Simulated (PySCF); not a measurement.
4-fluorobenzotrifluoride, C7H4F4.
Bonds: F1–C2, C2–C3 (aromatic), C3–C4 (aromatic), C4–C5 (aromatic), C5–C6, C6–F7, C6–F8, C6–F9, C5–C10 (aromatic), C10–C11 (aromatic), C2–C11 (aromatic). Hydrogens: H12 on C3; H13 on C4; H14 on C10; H15 on C11.

Theory: PBE0-D3(BJ)/def2-SVP geometry optimisation, gas phase (PySCF 2.14.0).

**Question.** What internal coordinates does the optimisation give?

**Answer.** 
| bond | length (bohr) | order |
| --- | --- | --- |
| F1–C2 | 2.510 | single |
| C2–C3, C2–C11 | 2.627 | aromatic |
| C3–C4, C10–C11 | 2.628 | aromatic |
| C4–C5, C5–C10 | 2.638 | aromatic |
| C5–C6 | 2.839 | single |
| C6–F7, C6–F8, C6–F9 | 2.527 | single |
| C3–H12, C11–H15 | 2.062 | single |
| C4–H13, C10–H14 | 2.063 | single |

Bonds in one row agree within 0.02 bohr and their mean is given. Orders are formal, as drawn. A selection of angles:
| angle | degrees |
| --- | --- |
| F1–C2–C3 | 119.1 |
| C3–C2–C11 | 121.8 |
| C2–C3–C4 | 118.9 |
| C2–C3–H12 | 119.4 |
| C4–C3–H12 | 121.7 |
| C3–C4–C5 | 120.2 |
| C3–C4–H13 | 120.0 |
| C5–C4–H13 | 119.8 |
| C4–C5–C6 | 120.5 |
| C4–C5–C10 | 120.0 |
| C6–C5–C10 | 119.4 |
| C5–C6–F7 | 111.9 |
| F7–C6–F8 | 107.1 |

Dihedral angles: C4–C5–C6–F7 -20° (synperiplanar). The mirror-image conformer, all signs reversed, is as good.

Of the pairs four or more bonds apart, F7···H13 is among the closest relative to their van der Waals radii: 2.41 Å, 90 % of the sum of Bondi's values. The C–C distances run from 1.390 Å (C2–C3, aromatic) to 1.502 Å (C5–C6, drawn single), a spread of 0.112 Å. The 6-membered ring C2–C3–C4–C5–C10–C11 has internal angles of 118.9° to 121.8°; it is planar, 0.00 Å rms from its mean plane, widest ring torsion 0°.

Point group: near Cs, missed by 0.39 Å at most; the miss may be what the optimiser left on a soft mode. No frequency check.
